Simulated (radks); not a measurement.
Isoelectronic series with 38 electrons, each ion in its NIST ground configuration. Method: Dirac Kohn-Sham, BLYP, spin-unpolarised, spherical densities, finite nucleus; open shells are shared between the two j in proportion to 2j + 1; Fermi nuclear charge, rms radius of each element as measured or else 0.836 A^(1/3) + 0.57 fm; computed with a radial shooting solver on a logarithmic mesh with Libxc functionals. Total energies (hartree) and mean radii <r> (bohr) (* marks an orbital that is empty in some or all of the ions):

| ion | configuration | E (hartree) | 5s1/2* | 4p3/2 |
|---|---|---|---|---|
| Sr | [Kr] 5s2 | -3180.24908 | 4.309 | 1.582 |
| Zr2+ | [Kr] 4d2 | -3598.68692 | 3.186 | 1.373 |
| Nb3+ | [Kr] 4d2 | -3818.91941 | 2.807 | 1.282 |
| Mo4+ | [Kr] 4d2 | -4046.43070 | 2.529 | 1.202 |
| Tc5+ | [Kr] 4d2 | -4281.24035 | 2.311 | 1.133 |
| Ru6+ | [Kr] 4d2 | -4523.36768 | 2.136 | 1.072 |
| Rh7+ | [Kr] 4d2 | -4772.84381 | 1.989 | 1.017 |
| Pd8+ | [Kr] 4d2 | -5029.69704 | 1.865 | 0.9688 |
| Ag9+ | [Kr] 4d2 | -5293.96272 | 1.757 | 0.9251 |
| Cd10+ | [Kr] 4d2 | -5565.67344 | 1.662 | 0.8855 |
| In11+ | [Kr] 4d2 | -5844.87255 | 1.578 | 0.8494 |
| Sn12+ | [Kr] 4d2 | -6131.59590 | 1.503 | 0.8162 |
